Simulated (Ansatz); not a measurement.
The cluster ZrO₄H₄⁻. Charge -1, multiplicity 2. Geometry PBE-D4/def2-SVP, that of the neutral singlet; atoms count from 1.

Cartesian coordinates in Å:
```
Zr 0.0205 0.2329 0.0025
O -0.9429 -1.8153 0.3880
O 0.5362 -1.7261 0.3000
O 1.6005 1.2197 0.4756
O -0.6423 0.6526 -1.7579
H 2.4118 1.7010 0.6858
H -0.6667 0.8573 -2.7027
H -1.0924 -1.9877 1.3437
H -1.2248 0.8655 1.2650
```

In the def2 sets Zr takes a core potential; there is no spin–orbit coupling. The structure holds one bond between oxygen atoms, so isomers without such links may lie far lower. The highest occupied level of the charge -1 doublet lies above zero (up to 1.60 eV). By energy differences it is unbound by 0.46 eV (vertical, to the charge 0 singlet, at PBE0-D4/def2-TZVPD) and held by the finite basis. The structure comes from a short search, and lower isomers may exist.

(1) Estimate the Mulliken populations from the PBE0/def2-TZVPD orbitals of Ansatz.

(2) Where does the spin sit?

(3) And the Mayer bond orders between bonded heavy atoms (over 0.3)?

## Answers

(1) 
| atom | charge (e) | spin (α − β) | d electrons |
| --- | --- | --- | --- |
| Zr1 | -0.20 | 1.82 | 1.82 |
| O2 | -0.39 | 0.06 | – |
| O3 | -0.49 | 0.00 | – |
| O4 | 0.06 | -0.81 | – |
| O5 | -0.25 | -0.53 | – |
| H6 | 0.00 | 0.26 | – |
| H7 | 0.09 | 0.16 | – |
| H8 | 0.32 | 0.05 | – |
| H9 | -0.13 | -0.01 | – |
Mulliken values and Mayer orders depend strongly on the basis. With diffuse functions, as here, like atoms can get unlike values, and bond orders can come out too low or too high.

(2) Summed by element: Zr 1.82, O -1.29, H 0.47, of 1 unpaired in all. Largest on single atoms: Zr1 1.82, O4 -0.81, O5 -0.53.

(3) Zr1–O2 0.35 (2.30 Å); Zr1–O3 0.67 (2.05 Å); O2–O3 0.56 (1.48 Å). Values over 0.3 also appear between atoms too far apart for a bond (O4–O5 0.82 at 3.22 Å); they arise where an orbital or an unpaired electron spreads over both atoms.
